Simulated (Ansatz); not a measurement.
Species: C9H7NSSi, SMILES `N#Cc1cc2c([SiH3])cccc2s1` (charge 0, multiplicity 1).

Q: Give a relaxed geometry from PBE-D3(BJ)/def2-SVP (Ansatz, a quantum-chemistry and plane-wave program).

A: the end point of this relaxation (outside a Z-matrix the atoms follow the SMILES, hydrogens last).
Cartesian coordinates (Å) in one orientation:
```xyz
19

N      5.097    -0.444    -0.599
C      3.935    -0.535    -0.446
C      2.535    -0.654    -0.261
C      1.599     0.368    -0.231
C      0.261    -0.104    -0.024
C     -0.951     0.646     0.064
Si    -0.964     2.529    -0.092
C     -2.143    -0.063     0.273
C     -2.163    -1.473     0.394
C     -0.986    -2.221     0.310
C      0.221    -1.529     0.101
S      1.809    -2.245    -0.037
H      1.880     1.422    -0.355
H     -0.114     3.160     0.979
H     -0.415     2.957    -1.427
H     -2.382     3.005     0.045
H     -3.095     0.486     0.346
H     -3.121    -1.990     0.557
H     -1.003    -3.316     0.404
```
